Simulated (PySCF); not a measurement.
CH7ClFNSi2, SMILES [Si@](C)(Cl)(N[SiH3])F.

Coordinates come from a PBE-D3(BJ)/def2-SVP optimisation. The structure was generated by enumeration; whether it is a known compound was not checked. The values are those of a single conformer.

Level of theory: PBE-D3(BJ)/def2-SVP (PySCF 2.14.0).

Frequencies are harmonic and unscaled.

```json
[
 {"mode": "1", "ν (cm⁻¹)": "29", "IR (km/mol)": "1.1", "moving atoms (share of kinetic energy)": "H 29 %, Si 23 %, N 21 %, F 18 %"},
 {"mode": "2", "ν (cm⁻¹)": "56", "IR (km/mol)": "0.2", "moving atoms (share of kinetic energy)": "H 88 %"},
 {"mode": "3", "ν (cm⁻¹)": "117", "IR (km/mol)": "1.5", "moving atoms (share of kinetic energy)": "H 28 %, Si 26 %, Cl 19 %, C 16 %"},
 {"mode": "4", "ν (cm⁻¹)": "141", "IR (km/mol)": "0.7", "moving atoms (share of kinetic energy)": "H 83 %"},
 {"mode": "5", "ν (cm⁻¹)": "177", "IR (km/mol)": "0.2", "moving atoms (share of kinetic energy)": "C 36 %, H 27 %, Cl 17 %, F 9 %"},
 {"mode": "6", "ν (cm⁻¹)": "198", "IR (km/mol)": "4.9", "moving atoms (share of kinetic energy)": "F 30 %, Si 28 %, Cl 19 %, N 12 %, H 10 %"},
 {"mode": "7", "ν (cm⁻¹)": "240", "IR (km/mol)": "5.9", "moving atoms (share of kinetic energy)": "H 25 %, F 22 %, Si 18 %, C 16 %, N 12 %"},
 {"mode": "8", "ν (cm⁻¹)": "291", "IR (km/mol)": "4.6", "moving atoms (share of kinetic energy)": "Si 26 %, Cl 25 %, F 22 %, H 14 %, N 8 %"},
 {"mode": "9", "ν (cm⁻¹)": "294", "IR (km/mol)": "17.2", "moving atoms (share of kinetic energy)": "F 32 %, N 20 %, H 19 %, Si 16 %"},
 {"mode": "10", "ν (cm⁻¹)": "397", "IR (km/mol)": "63.8", "moving atoms (share of kinetic energy)": "H 76 %, N 18 %"},
 {"mode": "11", "ν (cm⁻¹)": "505", "IR (km/mol)": "53.2", "moving atoms (share of kinetic energy)": "Cl 30 %, Si 25 %, H 17 %, C 13 %, N 9 %"},
 {"mode": "12", "ν (cm⁻¹)": "605", "IR (km/mol)": "42.4", "moving atoms (share of kinetic energy)": "Si 42 %, H 39 %, N 9 %"},
 {"mode": "13", "ν (cm⁻¹)": "688", "IR (km/mol)": "61.3", "moving atoms (share of kinetic energy)": "H 82 %, N 9 %, Si 9 %"},
 {"mode": "14", "ν (cm⁻¹)": "694", "IR (km/mol)": "5.3", "moving atoms (share of kinetic energy)": "H 40 %, C 26 %, Si 20 %"},
 {"mode": "15", "ν (cm⁻¹)": "759", "IR (km/mol)": "9.8", "moving atoms (share of kinetic energy)": "H 60 %, C 17 %, F 9 %"},
 {"mode": "16", "ν (cm⁻¹)": "779", "IR (km/mol)": "60.1", "moving atoms (share of kinetic energy)": "H 59 %, C 20 %, Si 14 %"},
 {"mode": "17", "ν (cm⁻¹)": "797", "IR (km/mol)": "164.2", "moving atoms (share of kinetic energy)": "H 40 %, Si 26 %, N 22 %, C 12 %"},
 {"mode": "18", "ν (cm⁻¹)": "879", "IR (km/mol)": "90.7", "moving atoms (share of kinetic energy)": "Si 40 %, F 37 %, H 15 %"},
 {"mode": "19", "ν (cm⁻¹)": "895", "IR (km/mol)": "85.0", "moving atoms (share of kinetic energy)": "H 92 %"},
 {"mode": "20", "ν (cm⁻¹)": "914", "IR (km/mol)": "269.1", "moving atoms (share of kinetic energy)": "H 75 %, Si 16 %, N 10 %"},
 {"mode": "21", "ν (cm⁻¹)": "930", "IR (km/mol)": "241.3", "moving atoms (share of kinetic energy)": "H 71 %, N 14 %, Si 14 %"},
 {"mode": "22", "ν (cm⁻¹)": "975", "IR (km/mol)": "25.8", "moving atoms (share of kinetic energy)": "H 72 %, N 14 %, Si 12 %"},
 {"mode": "23", "ν (cm⁻¹)": "1157", "IR (km/mol)": "250.3", "moving atoms (share of kinetic energy)": "H 61 %, N 34 %"},
 {"mode": "24", "ν (cm⁻¹)": "1229", "IR (km/mol)": "37.9", "moving atoms (share of kinetic energy)": "H 77 %, C 23 %"},
 {"mode": "25", "ν (cm⁻¹)": "1376", "IR (km/mol)": "7.4", "moving atoms (share of kinetic energy)": "H 96 %"},
 {"mode": "26", "ν (cm⁻¹)": "1378", "IR (km/mol)": "1.8", "moving atoms (share of kinetic energy)": "H 96 %"},
 {"mode": "27", "ν (cm⁻¹)": "2155", "IR (km/mol)": "131.7", "moving atoms (share of kinetic energy)": "H 96 %"},
 {"mode": "28", "ν (cm⁻¹)": "2159", "IR (km/mol)": "112.6", "moving atoms (share of kinetic energy)": "H 98 %"},
 {"mode": "29", "ν (cm⁻¹)": "2187", "IR (km/mol)": "86.8", "moving atoms (share of kinetic energy)": "H 96 %"},
 {"mode": "30", "ν (cm⁻¹)": "2988", "IR (km/mol)": "0.2", "moving atoms (share of kinetic energy)": "H 97 %"},
 {"mode": "31", "ν (cm⁻¹)": "3090", "IR (km/mol)": "0.8", "moving atoms (share of kinetic energy)": "H 91 %, C 9 %"},
 {"mode": "32", "ν (cm⁻¹)": "3097", "IR (km/mol)": "0.4", "moving atoms (share of kinetic energy)": "H 91 %, C 9 %"},
 {"mode": "33", "ν (cm⁻¹)": "3494", "IR (km/mol)": "42.8", "moving atoms (share of kinetic energy)": "H 93 %"}
]
```
